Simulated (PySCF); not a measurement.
Molecule: SMILES CNc1ccncc1, C$_{6}$H$_{8}$N$_{2}$.

Cartesian coordinates in Å; atom numbers follow the order of the lines, from 1:
```xyz
16

C     2.7853    0.3013   -0.0528
N     1.6815   -0.5673   -0.3382
C     0.3802   -0.2389   -0.1025
C    -0.6509   -1.1827   -0.2879
C    -1.9651   -0.8071   -0.0557
N    -2.3436    0.4094    0.3407
C    -1.3693    1.2973    0.5176
C    -0.0150    1.0437    0.3218
H     2.6943    1.2567   -0.5959
H     3.7164   -0.1755   -0.3861
H     2.8863    0.5355    1.0242
H     1.8793   -1.5442   -0.4977
H    -0.4180   -2.1995   -0.6154
H    -2.7653   -1.5430   -0.2008
H    -1.6777    2.2974    0.8462
H     0.7151    1.8341    0.4990
```

Geometry PBE0-D3(BJ)/def2-SVP throughout; GIAO in PySCF 2.14, gas phase, one conformer, non-relativistic; equivalent atoms averaged; basis pcSseg-1.

For orientation, PBE gives these absolute shieldings σ: C3 29.0, C5/C7 27.8, C4/C8 72.3, C1 150.5, N6 -56.3, N2 177.5, H14/H15 22.98, H12 28.07, H9/H10/H11 28.39 ppm.

A run gave: C3 27.5, C5/C7 27.5, C4/C8 74.3, C1 154.2, N6 -58.7, N2 186.5, H14/H15 22.99, H12 28.17, H9/H10/H11 28.54 ppm (absolute shieldings σ).

Which functional was used in that run?
A. BLYP
B. LDA
C. HF
D. mPW1PW91

Answers

D. C4/C8 tells them apart best: mPW1PW91 gives 74.3, HF gives 84.3, BLYP gives 67.0, LDA gives 68.2 ppm.
